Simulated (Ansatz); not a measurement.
Species: HSiO, charge 0, doublet. HSiO (SMILES O=[SiH], doublet).
B3LYP-D3(BJ)/def2-TZVP minimum from Ansatz (a quantum-chemistry and plane-wave program):
```
Si
O 1 1.5293
H 1 1.5278 2 117.75
```
Charge 0, spin multiplicity 2.

Total energies in aug-cc-pV(D+d)Z, 11 correlated electrons, 6 frozen orbitals. UHF or UKS for unpaired electrons; spin-orbit terms are left out. Cores are frozen in correlated methods. No relativity.

```json
[
 {"method": "HF", "program": "Ansatz", "energy (Eh)": "-364.34099", "minus CCSDT(Q) (mEh)": "314.80"},
 {"method": "MP2", "program": "Ansatz", "energy (Eh)": "-364.63060", "minus CCSDT(Q) (mEh)": "25.18"},
 {"method": "CCSD", "program": "Ansatz", "energy (Eh)": "-364.64006", "minus CCSDT(Q) (mEh)": "15.73"},
 {"method": "CCSD(T)", "program": "Ansatz", "energy (Eh)": "-364.65307", "minus CCSDT(Q) (mEh)": "2.71"},
 {"method": "CCSDT(Q)", "program": "Ansatz", "energy (Eh)": "-364.65578", "minus CCSDT(Q) (mEh)": "0.00"}
]
```

Rough core times of Ansatz's runs on a shared machine: CCSD(T) 30 s, CCSDT(Q) 3 min.
